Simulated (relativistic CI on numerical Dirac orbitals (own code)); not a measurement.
N³⁺: what numerical and physical settings do to a radial Dirac CI calculation

Reference input:

```
atom N  Z=7  charge=3  electrons=4
nucleus A=14  rms_radius_fm=2.5582
hamiltonian dirac-coulomb  breit=on  qed=on  c_scale=1
orbitals kli  potential=per-configuration
slater_scale 1
correlation none
mixing on
grid step=0.0125 r_max=19.8
scf mixing=0.4 start=green max_iterations=150 tolerance=2e-08 node_fill=0.05
configurations
  [He] 2s2
end
```

Computed lowest total energy -51.10611 Ha, 8 SCF steps. Runs with settings changed; * marks those that are bad on purpose:

| Changed | Outcome | Lowest level | ΔE (Ha) | First excitation (cm⁻¹) | SCF steps | Message |
| --- | --- | --- | --- | --- | --- | --- |
| Slater scale 1.2 | converged | 2s² ¹S0 | 0 |  | 8 |  |
| iteration limit 20 | converged | 2s² ¹S0 | 0 |  | 8 |  |
| node fill of the KLI weights 0.2, Slater scale 0.6 | converged | 2s² ¹S0 | 0.000251 |  | 8 |  |
| SCF mixing 2.5 * | converged | 2s² ¹S0 | 6.75e-11 |  | 9 |  |
| SCF tolerance 1e-14 * | converged | 2s² ¹S0 | 5.37e-11 |  | 15 |  |

With so few configurations and no correlation, terms lie too far apart (by 10 to 50 % near neutrality), their order can be wrong, and levels of other configurations are missing.
